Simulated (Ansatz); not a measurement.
Single points on Si(NH2)4 (SiN₄H₈).

```yaml
crystal:
  periodic: [false, false, false]
  atoms:
    - {symbol: Si, position_ang: [0.000040, 0.000005, -0.000027]}
    - {symbol: N, position_ang: [0.198630, 0.184014, 1.712782]}
    - {symbol: H, position_ang: [0.794474, -0.471533, 2.208775]}
    - {symbol: H, position_ang: [-0.611271, 0.424946, 2.275418]}
    - {symbol: N, position_ang: [1.626839, -0.269291, -0.536329]}
    - {symbol: H, position_ang: [2.366395, 0.322607, -0.171170]}
    - {symbol: H, position_ang: [1.790339, -0.480563, -1.515746]}
    - {symbol: N, position_ang: [-0.962717, 1.381787, -0.413386]}
    - {symbol: H, position_ang: [-0.711817, 2.285761, -0.025226]}
    - {symbol: H, position_ang: [-1.287389, 1.482834, -1.369942]}
    - {symbol: N, position_ang: [-0.862949, -1.296192, -0.762782]}
    - {symbol: H, position_ang: [-0.467577, -2.230807, -0.734528]}
    - {symbol: H, position_ang: [-1.872998, -1.333568, -0.667828]}
basis:
  gaussian: {orbitals: def2-TZVP, initial_orbitals: start.molden}
hamiltonian: {xc: pbe}
correlation: {method: rpa}
scf: {omitted_lower_state_checks: [starts]}
```

The file start.molden holds the orbitals of an earlier run on this structure, at another level or in another basis.

```sh
$ ansatz run in.yaml --threads 4 --pin off --events-out ev --progress --plain --max-ram 4787MiB
```

Output, abridged:

```
Functional definition: PBE
1406 factors; integrals over basis functions are off by at most 1.4e-3 eV
mean field evaluation 1: about -13963.2529 eV, gradient 1.1e1 eV
mean field evaluation 2: about -13963.3648 eV, gradient 1.2e-1 eV
mean field evaluation 4: about -13963.3574 eV, gradient 1.5e-4 eV
mean field evaluation 8: about -13963.3574 eV, gradient 7.6e-7 eV
mean field -13963.35741553 eV, -513.1439203172 hartree, gradient 8.2e-7 eV, S^2 0.000000; 0 other end points of the search recorded, 0 dependent functions left out
9 core orbitals not correlated: weight in the atoms' cores, before any rotation towards them, 1.000 or more for the frozen orbitals, at most 0.000 for the correlated occupied ones
reference -13921.10604510 eV, -511.5912110930 hartree; 16, 16 occupied and 184, 184 virtual orbitals, 1406 factors
Total energy: -13962.58829863 eV, -513.1156557923 hartree
Checks for a lower state left out: starts
```

It took 12 s on 4 threads of Intel Xeon on a shared host.

As the first input, with `gaussian: {orbitals: def2-SVP, initial_orbitals: start.molden}`, `hamiltonian: {xc: pbe0, dispersion: d4}`, `output: {orbitals: {seedname: orbitals}}` and without the key `correlation` (abridged; 3.8 s):

```
Functional definition: PBE0
mean field -13954.15875759 eV, -512.8058758730 hartree, gradient 5.9e-6 eV, S^2 0.000000
Total energy: -13954.39642471 eV, -512.8146099783 hartree
Checks for a lower state left out: starts
```

The first input with `hamiltonian: {xc: lda}`, `output: {orbitals: {seedname: orbitals}}` and without the key `correlation` (abridged; 3.9 s):

```
Functional definition: SPW92
mean field -13893.71391509 eV, -510.5845688819 hartree, gradient 2.0e-5 eV, S^2 0.000000
Total energy: -13893.71395555 eV, -510.5845703690 hartree
Checks for a lower state left out: starts
```

First input, but with `gaussian: {orbitals: 6-31G}`, `hamiltonian: {xc: {name: B3LYP}, dispersion: d4}`, `output: {orbitals: {seedname: orbitals}}` and without the key `correlation` (abridged; 2.5 s):

```
Functional definition: B3LYP
mean field -13968.13311222 eV, -513.3194239334 hartree, gradient 6.3e-5 eV, S^2 0.000000
Total energy: -13968.58531998 eV, -513.3360422622 hartree
Checks for a lower state left out: starts
```

As the first input, with `gaussian: {orbitals: STO-3G}`, `hamiltonian: {xc: hf}`, `output: {orbitals: {seedname: orbitals}}` and without the key `correlation` (abridged; 0.72 s):

```
Functional definition: HF
mean field -13749.67353309 eV, -505.2911824775 hartree, gradient 4.0e-5 eV, S^2 0.000000
Total energy: -13749.67353309 eV, -505.2911824775 hartree
Checks for a lower state left out: starts
```

First input, but with `gaussian: {orbitals: def2-TZVPD, initial_orbitals: start.molden}`, `hamiltonian: {xc: pbe0, dispersion: d4}`, `output: {orbitals: {seedname: orbitals}}` and without the key `correlation` (abridged; 8.6 s):

```
Functional definition: PBE0
mean field -13964.70186399 eV, -513.1933278867 hartree, gradient 6.9e-6 eV, S^2 0.000000
Total energy: -13964.93954169 eV, -513.2020623812 hartree
Checks for a lower state left out: starts
```

First input, but with `gaussian: {orbitals: 6-31G}`, `hamiltonian: {xc: hf}`, `output: {orbitals: {seedname: orbitals}}` and without the key `correlation` (abridged; 1.8 s):

```
Functional definition: HF
mean field -13914.69561469 eV, -511.3556321204 hartree, gradient 1.7e-5 eV, S^2 0.000000
Total energy: -13914.69561469 eV, -511.3556321204 hartree
Checks for a lower state left out: starts
```

Geometry: r2SCAN-D4/def2-SVP.

B3LYP takes the VWN-RPA correlation. Correlated methods freeze 9 core orbitals.
